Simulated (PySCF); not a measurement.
System: methoxysilane, CH6OSi (charge 0, singlet). 
Coordinates optimised at B3LYP-D3(BJ)/def2-TZVP (Ansatz):
SMILES: CO[SiH3]
```xyz
9

Si     1.0072     0.2847     0.1736
O     -0.3092    -0.5077    -0.4154
C     -1.6411    -0.1893    -0.0463
H      2.1880    -0.3427    -0.4511
H      1.0809     0.1649     1.6527
H      0.9516     1.7305    -0.1643
H     -1.8932     0.8414    -0.3167
H     -1.7973    -0.3187     1.0297
H     -2.3104    -0.8637    -0.5797
```

Dispersion corrections to the total energy (kcal/mol) from the dftd3 and dftd4 libraries through PySCF: D3(BJ) without and D4 with the three-body term, each with the damping fitted for the functional named.

| functional | D3(BJ) | D4 |
|---|---|---|
| BP86 | -4.95 | ___ |
| B2PLYP | -2.53 | ___ |
| PBE0 | -2.69 | -2.50 |
| LC-wPBE | -2.92 | -3.33 |
| PBE | -3.15 | -3.00 |
| HSE06 | -2.01 | -2.31 |
| BLYP | ___ | -6.77 |

Q: Some entries are withheld; supply them.

A: 
- BP86, D4: -3.92
- B2PLYP, D4: -2.08
- BLYP, D3(BJ): -6.71
